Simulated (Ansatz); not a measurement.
Geometry optimisation, Ansatz 0.2.0, RKS LDA/def2-SVP.

Input:

```yaml
crystal:
  periodic: [false, false, false]
  atoms:
    - { symbol: Al, position_ang: [-0.145754, -0.220425, 0.04066] }
    - { symbol: O, position_ang: [-0.38194, -0.248161, 1.778261] }
    - { symbol: H, position_ang: [-1.272401, -0.303027, 2.16422] }
    - { symbol: O, position_ang: [1.461777, -0.309259, -0.497212] }
    - { symbol: H, position_ang: [1.901935, -1.07754, -0.889028] }
    - { symbol: "N", position_ang: [-1.524595, -0.101113, -1.052223] }
    - { symbol: H, position_ang: [-2.506704, -0.006083, -0.774442] }
    - { symbol: H, position_ang: [-1.416851, 0.079844, -2.054877] }
    - { symbol: "N", position_ang: [0.472441, 2.647449, 1.052766] }
    - { symbol: H, position_ang: [1.461926, 2.491869, 0.817002] }
    - { symbol: Si, position_ang: [-0.599971, 3.425361, -0.068295] }
    - { symbol: H, position_ang: [-0.792969, 2.739736, -1.406369] }
    - { symbol: H, position_ang: [-1.946744, 3.531196, 0.613307] }
    - { symbol: H, position_ang: [-0.077941, 4.814637, -0.367913] }
    - { symbol: H, position_ang: [0.132692, 1.899119, 1.700942] }
basis:
  gaussian: { orbitals: def2-SVP }
hamiltonian:
  xc: lda
relax:
  f_tol: 0.03
  max_steps: 50
```

Command:

```bash
$ ansatz run input.yaml --threads 4 --pin off --max-ram 5120MiB --backend cpu --events-out ev --progress --plain --runs-dir out
```

Task: Where does it end, and by what steps?

Result: The forces met the threshold. After 22 steps the energy has fallen by 1.343 eV; N6 moved furthest, 1.02 Å. Joined: Al1–N9 (3.10 → 1.94 Å), N6–Si11 (3.78 → 2.15 Å).

| step | energy less start (eV) | largest force component (eV/Å) | accepted |
| --- | --- | --- | --- |
| 0 | 0.0000 | 1.013 | yes |
| 1 | -0.2212 | 0.645 | yes |
| 2 | -0.5040 | 1.340 | yes |
| 3 | -0.8081 | 0.762 | yes |
| 4 | -0.8122 | 1.775 | yes |
| 5 | -0.9941 | 0.502 | yes |
| 6 | -1.0867 | 0.332 | yes |
| 7 | -1.1446 | 0.617 | yes |
| 8 | -0.9855 | 2.846 | no |
| 9 | -1.1805 | 0.408 | yes |
| 10 | -1.2105 | 0.282 | yes |
| 11 | -1.2278 | 0.284 | yes |
| 12 | -1.2628 | 0.704 | yes |
| 13 | -1.2764 | 0.775 | yes |
| 14 | -1.2853 | 0.474 | yes |
| 15 | -1.2892 | 0.326 | yes |
| 16 | -1.1820 | 1.206 | no |
| 17 | -1.3090 | 0.079 | yes |
| 18 | -1.3151 | 0.301 | yes |
| 19 | -1.3327 | 0.196 | yes |
| 20 | -1.3366 | 0.188 | yes |
| 21 | -1.3429 | 0.077 | yes |
| 22 | -1.3434 | 0.023 | yes |

```xyz
15
Properties=species:S:1:pos:R:3
Al -0.027 0.213 0.349
O -0.497 -0.297 1.922
H -0.827 -1.189 2.111
O 1.129 -0.598 -0.625
H 1.895 -1.061 -0.253
N -1.379 0.870 -0.770
H -2.359 0.699 -0.506
H -1.281 0.630 -1.768
N 0.431 2.070 0.672
H 1.374 2.402 0.416
Si -0.850 2.924 -0.405
H -0.554 2.977 -1.885
H -2.245 3.045 0.163
H -0.339 4.335 -0.025
H 0.294 2.342 1.661
```

Whether the end is a true minimum wasn't checked by a vibrational analysis.

Run time: 32 s on 4 threads of Arm Neoverse V1, with other jobs on the host, peak memory 0.19 GiB.
